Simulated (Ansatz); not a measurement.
Wavefunction ladder for C₂H₇FOSi (`CC[SiH](O)F`)

```xyz
12

C     1.558    0.089   -0.040
C     0.233    0.659    0.462
Si   -1.207   -0.489    0.215
O    -1.469   -0.862   -1.356
F    -2.502    0.230    0.823
H     2.384    0.782    0.136
H     1.524   -0.120   -1.112
H     1.806   -0.849    0.464
H     0.008    1.610   -0.034
H     0.293    0.891    1.531
H    -1.046   -1.790    0.898
H    -1.582   -0.152   -1.989
```

Total charge 0; spin multiplicity 1. All single points use the PBE0-D4/def2-TZVP geometry. It is one conformer, not always the lowest. Frozen core, restricted reference, Ansatz. CBS rows extrapolate triple and quadruple zeta; past MP2 they add the triple-zeta difference.

```tsv
basis	HF (Eh)	MP2 corr.
def2-SVP	-542.87836	-0.75662
def2-TZVPP	-543.30574	-0.96481
def2-QZVPP	-543.32758	-1.04112
```

Estimate the CCSD correlation energy and the (T) correction in each basis where they were run (hartree).


```
     basis  CCSD corr.       (T)
  def2-SVP    -0.80338  -0.01775
def2-TZVPP    -1.00212  -0.03391
 CBS(def2)    -1.13495     as TZ
```
